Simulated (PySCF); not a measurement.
## Orbital picture of HgH

r²SCAN at R = 1.812 Å; basis Hg def2-SVP with ECP60, H def2-SVP; scalar-relativistic core potentials; PySCF 2.14. State: ²Σ⁺ (doublet), unpaired electrons σ ↑. Only the outer orbitals are listed, counted within each symmetry, core potentials removing the inner ones.

```
spin  orbital  occ.  ε (eV)  on Hg (%)           main shells (%)
   α       3σ     1  -12.13         82           78 Hg d, 17 H s
   α       2π     1  -11.16        100                  100 Hg d
   α       2π     1  -11.16        100                  100 Hg d
   α       1δ     1  -11.06        100                  100 Hg d
   α       1δ     1  -11.06        100                  100 Hg d
   α       4σ     1   -8.92         72  55 Hg s, 28 H s, 17 Hg d
   α       5σ     1   -5.23         62  38 H s, 36 Hg s, 24 Hg p
   α       3π     0   -0.75        100                  100 Hg p
   α       3π     0   -0.75        100                  100 Hg p
   α       6σ     0    2.02         90    80 Hg p, 9 H s, 8 Hg s
   β       3σ     1  -11.57         92            89 Hg d, 8 H s
   β       2π     1  -11.02        100                  100 Hg d
   β       2π     1  -11.02        100                  100 Hg d
   β       1δ     1  -11.02        100                  100 Hg d
   β       1δ     1  -11.02        100                  100 Hg d
   β       4σ     1   -8.26         84           75 Hg s, 16 H s
   β       5σ     0   -2.96         62  38 H s, 37 Hg p, 21 Hg s
   β       3π     0   -0.41        100                  100 Hg p
   β       3π     0   -0.41        100                  100 Hg p
```

Task: Which are the highest filled and the lowest empty level, where do they sit, and how wide is the gap?

Result: Highest filled α 5σ at -5.23 eV (in %: 38 H s, 36 Hg s, 24 Hg p); lowest empty β 5σ at -2.96 eV (in %: 38 H s, 37 Hg p, 21 Hg s); the gap at r²SCAN is 2.27 eV.

- bond order (Mayer): 0.65
- ⟨S²⟩: 0.763
- charge on Hg (Mulliken, basis-dependent): 0.08
- charge on Hg (Löwdin, basis-dependent): 0.07
- dipole moment (positive dipole means Hg(−)H(+)): -0.32 D

Spin–orbit coupling is left out. The state is the lowest determinant that a PBE0 search found; another state may lie lower at other levels.
